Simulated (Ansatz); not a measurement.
Two isomers of CH4F2OSi: A = `OC(F)(F)[SiH3]`, B = `C[Si](O)(F)F`.

Gas-phase electronic energies from Ansatz, PBE0-D4/def2-TZVP geometries. CBS: MP2 limit from def2 TZ/QZ plus the TZ coupled-cluster correction, frozen cores. Functionals use def2-TZVPP. B3LYP here is the variant with VWN-RPA as its local correlation; programs differ in this. One conformer a species, not always the lowest.

A:

Z-matrix (Å, degrees):
```
C
F 1 1.371
F 1 1.371 2 104.2
O 1 1.352 2 110.0 3 -117.8
Si 1 1.928 2 110.6 3 119.0
H 4 0.968 1 108.9 2 57.1
H 5 1.481 1 108.0 2 -177.2
H 5 1.481 1 108.0 2 62.4
H 5 1.481 1 107.1 2 -57.4
```

B:

Z-matrix (Å, degrees):
```
C
Si 1 1.831
H 1 1.092 2 110.6
H 1 1.092 2 110.5 3 120.1
H 1 1.092 2 110.5 3 -120.1
O 2 1.621 1 109.9 3 179.9
F 2 1.590 1 111.2 3 -58.1
F 2 1.590 1 111.2 3 58.0
H 6 0.958 2 119.7 1 -180.0
```

Problem. Which isomer does CCSD(T)/CBS put lower? Give the gap. (Best estimate.)

Solution. Computed: B, by 148.0 kcal/mol.

Problem. Give E(B) − E(A) in kcal/mol with PBE-D4, B2PLYP, HF/def2-TZVPP, r2SCAN-D4, B3LYP-D4, CCSD(T)/def2-TZVPP, CCSD/def2-TZVPP. (Best estimate.)

Solution. Ansatz gave: PBE-D4 -134.4, B2PLYP -145.6, HF/def2-TZVPP -147.0, r2SCAN-D4 -143.0, B3LYP-D4 -142.0, CCSD(T)/def2-TZVPP -145.1, CCSD/def2-TZVPP -146.5. None reverses the order clearly.

Largest T1 diagnostic: 0.013.

From PBE to PBE0 (25 % exact exchange), in def2-TZVPP and without D4, E(B) − E(A) moves by −5.0 kcal/mol.
